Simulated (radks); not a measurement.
Values are calculated unless marked as measured or tabulated.
Problem. Radial electron density D(r) = 4 pi r^2 rho(r) of an atom or ion with 47 electrons. Code: a radial shooting solver on a logarithmic mesh with Libxc functionals. Model: scalar-relativistic Kohn-Sham, PBE, spin-polarised, spherical densities, point nucleus.

```
   r/bohr * D(r) (the largest magnitude, 74.4, reaches the edge; | marks zero)
 0.001432 | *
 0.001911 |  *
 0.002569 |    *
 0.003426 |      *
 0.004606 |           *
 0.006143 |                *
  0.00826 |                        *
  0.01102 |                                *
  0.01481 |                                       *
  0.01975 |                                           *
  0.02656 |                                          *
  0.03542 |                                       *
  0.04763 |                                      *
  0.06403 |                                             *
   0.0854 |                                                      *
   0.1148 |                                                    *
   0.1531 |                                         *
   0.2059 |                                     *
   0.2746 |                                            *
   0.3692 |                                     *
   0.4924 |                  *
   0.6621 |           *
    0.883 |             *
    1.187 |         *
    1.583 |    *
    2.129 | *
    2.862 |*
    3.818 *
    5.133 *
    6.846 *
    9.204 *
```

What is the nuclear charge?

Solution. Z = 47. The innermost maximum, from 1s, lies near gamma/Z bohr with gamma = sqrt(1 - (Z/c)^2) = 0.939, here 0.02 bohr (found: 0.0219), and its height grows with Z. The density is that of neutral silver in [Kr] 4d10 5s1; the configuration itself is not fixed sharply by these data, and Z only to a few units. D(r) has 4 maxima, at r = 0.0219, 0.0963, 0.288, 0.876 bohr, and minima at 0.0433, 0.189, 0.646 bohr, inside which lie 2.01, 11.17, 29.01 electrons.
